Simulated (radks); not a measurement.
The numbers below are computed, except where a source is named.
The lutetium ion Lu2+, 69 electrons, occupied as [Kr] 4d10 4f14 5s1 5p6 6s2 (not the ground configuration). Code: a radial shooting solver on a logarithmic mesh with Libxc functionals. Model: Dirac Kohn-Sham, PBE, spin-unpolarised, spherical densities, finite nucleus; Fermi nuclear charge, rms radius 5.37 fm.

Normalised radial functions P(r) = r R(r) (large component), r in bohr:

```
   r/bohr * 4d5/2, o 5p3/2, + 4f7/2 (the largest magnitude, 1.32, reaches the edge; | marks zero, & curves that meet)
0.0007075                             &
 0.001107                             &
 0.001747                             &
 0.002735                             &
 0.004314                             &
 0.006753                             &o
  0.01057                             &o
  0.01668                             +*o
   0.0261                             + * o
  0.04085                             +   *o
  0.06446                             |+ o      *
   0.1009                           o |  +            *
   0.1592                      o      |       +      *
   0.2491                         *   o               +
   0.3899  *                          |         o             +
   0.6152  *                          o                      +
   0.9629            o     *          |              +
    1.507           o               * |      +
    2.378                      o      * +
    3.722                            o&
    5.872                             &
    9.191                             &
```

4d5/2: eigenvalue -212.29 eV, 1 radial node at r = 0.233 bohr, <r> = 0.553 bohr, 90 % of the charge inside 0.831 bohr. 5p3/2: eigenvalue -52.382 eV, 3 radial nodes at r = 0.0855, 0.248, 0.621 bohr, <r> = 1.38 bohr, 90 % of the charge inside 2.01 bohr. 4f7/2: eigenvalue -33.388 eV, 0 radial nodes, <r> = 0.712 bohr, 90 % of the charge inside 1.22 bohr.
